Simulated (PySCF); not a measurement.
Isomers of FGeH7Si2, mass 155.928 u with the commonest isotopes. Theory: PySCF, PBE0-D3(BJ)/def2-SVP geometry optimisation, gas phase. One conformer each, none proved a minimum here; rigid rotors.

Task: Order these by rotational constant B, smallest first.
A. `[F:1][GeH2:2][SiH2:3][SiH3:4]` with F1–Ge2–Si3–Si4 3°
B. `[GeH3][Si@@H](F)[SiH3]`
C. `[F:1][SiH2:2][SiH2:3][GeH3:4]` with F1–Si2–Si3–Ge4 175°

Result: C (819.4 MHz), B (1242 MHz), A (1409 MHz).

Task: Order these by rotational constant A, smallest first.
A. `F[Si@@H]([SiH3])[GeH3]`
B. `[F:1][SiH2:2][SiH2:3][GeH3:4]` with F1–Si2–Si3–Ge4 175°
C. `[F:1][GeH2:2][SiH2:3][SiH3:4]` with F1–Ge2–Si3–Si4 3°

Result: A (3569 MHz), C (4207 MHz), B (8031 MHz).

Task: Order these by dipole moment, largest first.
A. `F[Si@@H]([SiH3])[GeH3]`
B. `[F:1][GeH2:2][SiH2:3][SiH3:4]` with F1–Ge2–Si3–Si4 3°
C. `[F:1][SiH2:2][SiH2:3][GeH3:4]` with F1–Si2–Si3–Ge4 175°

Result: B (2.00 D), C (1.48 D), A (1.30 D).

```json
{"SMILES": "[F][GeH2][SiH2][SiH3]", "point group": "near Cs", "Ia (u·Å²)": "120.12", "Ib (u·Å²)": "358.69", "Ic (u·Å²)": "460.20", "κ": "-0.80", "μa (D)": "0.09", "μb (D)": "1.99", "μc (D)": "0.05"}
{"SMILES": "F[SiH2][SiH2][GeH3]", "point group": "near Cs", "Ia (u·Å²)": "62.93", "Ib (u·Å²)": "616.76", "Ic (u·Å²)": "661.11", "κ": "-0.98", "μa (D)": "1.43", "μb (D)": "0.39", "μc (D)": "0.10"}
{"SMILES": "F[Si@@H]([SiH3])[GeH3]", "point group": "C1", "Ia (u·Å²)": "141.59", "Ib (u·Å²)": "407.04", "Ic (u·Å²)": "510.40", "κ": "-0.81", "μa (D)": "0.15", "μb (D)": "1.15", "μc (D)": "0.59"}
```
